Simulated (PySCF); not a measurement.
**Converging GaH in the basis (PBE0)**

PySCF, UKS reference; singlet, unpaired electrons none; De to Ga + H without counterpoise correction.

```
             basis                           relativity  functions  Re (Å)  ωe (cm⁻¹)  De (eV)  μ (D)
cc-pVDZ-PP/cc-pVDZ  scalar-relativistic core potentials         28   1.693       1554     2.79  -0.39
        x2c-SVPall                        spin-free X2C         37   1.679       1600     2.85  -0.32
         def2-SVPD                        no relativity         46   1.682       1604     2.86  -0.35
     jorge-DZP-DKH                        spin-free X2C         48   1.666       1615     2.93  -0.46
cc-pVTZ-PP/cc-pVTZ  scalar-relativistic core potentials         53   1.681       1573     2.83  -0.45
      x2c-TZVPPall                        spin-free X2C         62   1.678       1582     2.85  -0.50
       def2-TZVPPD                        no relativity         71   1.681       1591     2.86  -0.38
```

Question: How does each smaller set differ from the one with most functions, def2-TZVPPD?

Answer: cc-pVDZ-PP/cc-pVDZ: +1.2 pm, -2.3 % in ωe, -0.07 eV in De; x2c-SVPall: -0.2 pm, +0.6 % in ωe, -0.01 eV in De; def2-SVPD: +0.1 pm, +0.8 % in ωe, +0.00 eV in De; jorge-DZP-DKH: -1.5 pm, +1.5 % in ωe, +0.07 eV in De; cc-pVTZ-PP/cc-pVTZ: +0.0 pm, -1.1 % in ωe, -0.03 eV in De; x2c-TZVPPall: -0.3 pm, -0.6 % in ωe, -0.01 eV in De. All at PBE0; the set with most functions is neither the basis-set limit nor always the best. The rows treat relativity differently, so the differences are not basis effects alone.

A positive dipole means Ga(−)H(+).
